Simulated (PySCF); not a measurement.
Spin states of MoBr⁺

Unrestricted PBE0; PySCF, scalar-relativistic core potentials, basis sets Mo def2-TZVPPD with ECP28, Br def2-TZVPPD. Outer shells of the fragments: Mo+ 4d5; Br 3d10 4s2 4p5.

Followed along the bond (rough minima from three points):

```csv
2Ms+1,unpaired,⟨S²⟩ at the start,R at minimum (Å),Te (eV)
5,"σ ↑, π ↑, δ ↑↑",6.20,2.33,0.00
5,"π ↑↑, δ ↑↑",6.04,2.37,0.01
5,"σ ↑, π ↑↑, δ ↑",6.02,2.36,0.87
3,"σ ↑, π ↓, δ ↑↑",3.07,2.31,1.04
3,"π ↑↓, δ ↑↑",3.01,2.35,1.15
3,"σ ↓, π ↑, δ ↑↑",3.06,2.32,1.45
```

Solutions found at the starting distance of 2.510 Å, counted from the lowest of them; the search is not exhaustive and high or unbound solutions are not listed, so other states can lie among these:

```
2Ms+1        unpaired   term  E (eV)  ⟨S²⟩  ⟨Lz²⟩  μ (D)
    5      π ↑↑, δ ↑↑    ⁵Σ⁺    0.00  6.04   0.00  -7.26
    5  σ ↑, π ↑, δ ↑↑     ⁵Π    0.04  6.20   1.01  -6.11
    5  σ ↑, π ↑↑, δ ↑     ⁵Δ    0.86  6.02   4.00  -7.21
    3  σ ↑, π ↓, δ ↑↑  mixed    1.17  3.07   1.07  -6.27
    3      π ↑↓, δ ↑↑  mixed    1.18  3.01   2.02  -6.88
    3  σ ↓, π ↑, δ ↑↑  mixed    1.53  3.06   1.09  -6.46
```

A term symbol is given only where ⟨S²⟩ and ⟨Lz²⟩ are close to those of a pure state; real π, δ and φ orbitals otherwise mix terms. A positive dipole points towards Br; it is taken about the centre of mass and depends on that origin.

**Question.** Compare the gap between the two lowest followed solutions at the starting distance with the gap between their minima.

**Answer.** At PBE0 the second solution (quintet, unpaired electrons π ↑↑, δ ↑↑) lies -0.04 eV from the first (quintet, unpaired electrons σ ↑, π ↑, δ ↑↑) at 2.510 Å and +0.01 eV at the minima; the two curves relax by different amounts, since their minima lie near 2.37 and 2.33 Å. A gap this small is a tie at this level.

Spin–orbit coupling is left out. The state is the lowest single determinant that the PBE0 search found; with open d or f shells the true ground state can be another one.
